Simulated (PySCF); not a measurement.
C3H7NSi, SMILES N1(CC=C1)[SiH3].

Geometry optimised at ωB97X-D3(BJ)/def2-SVP. The structure was generated by enumeration, and PubChem lists no compound with its InChIKey, so it may never have been made.

Two levels are set side by side: TDDFT-PBE/def2-SVPD (PySCF) and TDDFT-CAM-B3LYP/def2-SVPD (PySCF). Vertical, same geometry. The lowest singlet is HOMO→LUMO+1 96 % with PBE and HOMO→LUMO 87 % with the other functional; states are paired by order. Differences are taken from unrounded values.

```tsv
quantity	TDDFT-CAM-B3LYP	TDDFT-PBE	TDDFT-PBE minus TDDFT-CAM-B3LYP
lowest singlet excitation (eV)	5.49	4.54	-0.95
lowest triplet excitation (TDA) (eV)	3.70	3.73	0.02
first bright state (f over 0.05) (eV)	5.78	5.21	-0.58
its oscillator strength	0.17	0.07	-0.10
```

A lower first singlet is the usual sign of a functional without exact exchange. Differences between two approximate levels are no errors against the true value.

Rough cost on one machine, each run with all the roots and properties that it gave: TDDFT-CAM-B3LYP against TDDFT-PBE about 6 times.
